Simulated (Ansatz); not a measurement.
```yaml
crystal:
  periodic: [false, false, false]
  atoms:
    - {symbol: C, position_ang: [0.555823, -0.886245, 0.994623]}
    - {symbol: O, position_ang: [0.568045, -0.345795, -0.340147]}
    - {symbol: Ga, position_ang: [-0.654204, 1.173326, -0.850038]}
    - {symbol: F, position_ang: [-1.003544, 0.467791, -2.418949]}
    - {symbol: F, position_ang: [0.342950, 2.598944, -0.764802]}
    - {symbol: F, position_ang: [-1.858534, 0.981285, 0.408427]}
    - {symbol: H, position_ang: [1.321825, -1.657059, 1.070662]}
    - {symbol: H, position_ang: [-0.430210, -1.280051, 1.239198]}
    - {symbol: H, position_ang: [0.795964, -0.062936, 1.662536]}
    - {symbol: H, position_ang: [0.444887, -1.040361, -0.998508]}
basis:
  gaussian: {orbitals: def2-TZVPP}
hamiltonian: {xc: {name: CCSD(T)}}
output: {forces: true}
```

```sh
$ ansatz run in.yaml --threads 4 --pin off --events-out ev --progress --plain --max-ram 11315MiB
```

Problem. How does Ansatz answer? (Best estimate.)

Solution. Ansatz gave: The input was rejected before any iteration.
```
Error: YAML parse error: error: line 16 column 19: hamiltonian.xc: no functional is named "CCSD(T)"; the names, which are not case-sensitive, are SVWN5, SPW92, PBE, PBE0, PBEsol, revPBE, revPBE0, RPBE, rPW86-PBE, HSE06, wPBEh, LC-wPBE, HISS, HF, BLYP, B3LYP, B3LYP5, BHLYP, CAM-B3LYP, r2SCAN, r2SCANh, r2SCAN0, r2SCAN50, m-r2SCAN, B97, wB97, wB97X, wB97X-V, B97M-V, wB97M-V, B2PLYP, B2GP-PLYP, PBE0-DH, PBE-QIDH
14 | basis:
15 |   gaussian: {orbitals: def2-TZVPP}
16 | hamiltonian: {xc: {name: CCSD(T)}}
17 | output: {forces: true}
```

HSE06 is defined as in plane-wave codes.
